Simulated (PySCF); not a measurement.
Compound: C7H4ClO2 (doublet state).
SMILES with atom numbers: `[O:1][C:2](=[O:3])[c:4]1[cH:5][cH:6][c:7]([Cl:8])[cH:9][cH:10]1` (hydrogens: H11 on C5; H12 on C6; H13 on C9; H14 on C10)

Computed with PySCF, PBE0-D3(BJ)/def2-SVP geometry optimisation, gas phase.

Question: List the bond lengths, angles and torsions at this level.

Answer: 
| bond | length (pm) | order |
| --- | --- | --- |
| O1–C2, C2=O3 | 125.4 | single/double |
| C2–C4 | 147.0 | single |
| C4–C5, C4–C10 | 139.8 | aromatic |
| C5–C6, C9–C10 | 138.8 | aromatic |
| C6–C7, C7–C9 | 139.7 | aromatic |
| C7–Cl8 | 172.5 | single |
| C5–H11, C10–H14 | 109.3 | single |
| C6–H12, C9–H13 | 109.1 | single |

Bonds in one row agree within 1 pm and their mean is given. Orders are formal, as drawn. A selection of angles:
| angle | degrees |
| --- | --- |
| O1–C2–O3 | 111.6 |
| O1–C2–C4 | 124.3 |
| C2–C4–C5 | 119.9 |
| C5–C4–C10 | 120.4 |
| C4–C5–C6 | 120.0 |
| C4–C5–H11 | 119.5 |
| C6–C5–H11 | 120.5 |
| C5–C6–C7 | 119.1 |
| C5–C6–H12 | 121.2 |
| C7–C6–H12 | 119.7 |
| C6–C7–Cl8 | 119.4 |
| C6–C7–C9 | 121.3 |

Dihedral angles: O1–C2–C4–C5 1° (synperiplanar).

C4 (carbon bonded to 3 C) is planar (angles 120.4°, 119.9° and 119.7°, sum 360.0°, 0.00 Å off the plane of its three neighbours). Of the pairs four or more bonds apart, O3···H14 is among the closest relative to their van der Waals radii: 2.56 Å, 94 % of the sum of Bondi's values. The 10 heavy atoms lie in one plane (0.008 Å rms). C6 (carbon bonded to 2 C and H) is planar (angles 121.2°, 119.7° and 119.1°, sum 360.0°, 0.00 Å off the plane of its three neighbours). The C–C distances run from 1.388 Å (C9–C10, aromatic) to 1.470 Å (C2–C4, drawn single), a spread of 0.082 Å. The 6-membered ring C4–C5–C6–C7–C9–C10 has internal angles of 119.1° to 121.3°; it is planar, 0.00 Å rms from its mean plane, widest ring torsion 0°. C7 (carbon bonded to 2 C and Cl) is planar (angles 121.3°, 119.4° and 119.3°, sum 360.0°, 0.00 Å off the plane of its three neighbours).

Point group: C2v (tolerance 0.08 Å). Whether it is a minimum is left open (no frequencies). ⟨S²⟩ = 0.757 (exact for a doublet: 0.75).
